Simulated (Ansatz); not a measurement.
The pair A = H2O (SMILES O) (first 3 atoms), B = CH6Si (SMILES C[SiH3]); geometry from B3LYP-D3(BJ)/def2-TZVP.
(charge 0, multiplicity 1):
```xyz
11

O      0.1512     0.7103    -0.1305
H     -0.5964     1.2429     0.1619
H     -0.1945    -0.1867    -0.1949
C      1.2790     0.1445     3.1668
Si    -0.5264    -0.3210     3.0186
H      1.4191     0.9261     3.9157
H      1.6444     0.5116     2.2071
H      1.8801    -0.7174     3.4622
H     -1.0618    -0.8257     4.3073
H     -0.7251    -1.3861     2.0020
H     -1.3515     0.8464     2.6147
```

Frozen-core correlation. MP2 and its Hartree–Fock in aug-cc-pV(T+d)Z are density fitted.

The values were computed with Ansatz (a quantum-chemistry and plane-wave program). Values without a source in brackets are computed.

The counterpoise-corrected interaction energy is E(AB) − E(A in the pair's basis) − E(B in the pair's basis). Total energies (hartree):

```tsv
level	AB	A in the pair's basis	B in the pair's basis
HF/aug-cc-pV(D+d)Z	-406.3422767	-76.0412980	-330.3009716
MP2/aug-cc-pV(D+d)Z	-406.8354681	-76.2616511	-330.5714773
HF/aug-cc-pV(T+d)Z	-406.3865211	-76.0602470	-330.3262529
MP2/aug-cc-pV(T+d)Z	-406.9819848	-76.3292973	-330.6498511
CCSD(T)/aug-cc-pV(D+d)Z	-406.9006238	-76.2747117	-330.6233722
```

### Question
Work out the counterpoise-corrected interaction energy at the basis-set limit: extrapolate the MP2 correlation part as X⁻³, take Hartree–Fock from the larger set, and add the CCSD(T) − MP2 difference of aug-cc-pV(D+d)Z.

### Answer

1. Differences (1 hartree = 627.509 kcal/mol): HF/aug-cc-pV(D+d)Z -0.004; MP2/aug-cc-pV(D+d)Z -1.468; HF/aug-cc-pV(T+d)Z -0.013; MP2/aug-cc-pV(T+d)Z -1.780; CCSD(T)/aug-cc-pV(D+d)Z -1.594.
2. Correlation parts, MP2 less HF: -1.464 in aug-cc-pV(D+d)Z (X = 2), -1.766 in aug-cc-pV(T+d)Z (X = 3).
3. Limit (3³·(-1.766) − 2³·(-1.464))/(3³ − 2³) = -1.894; with HF/aug-cc-pV(T+d)Z it gives -1.907.
4. CCSD(T) less MP2 in aug-cc-pV(D+d)Z: -0.126.
Result: -2.03 kcal/mol, against -1.47 at MP2/aug-cc-pV(D+d)Z. It is an estimate of this method's limit, not of the exact value.
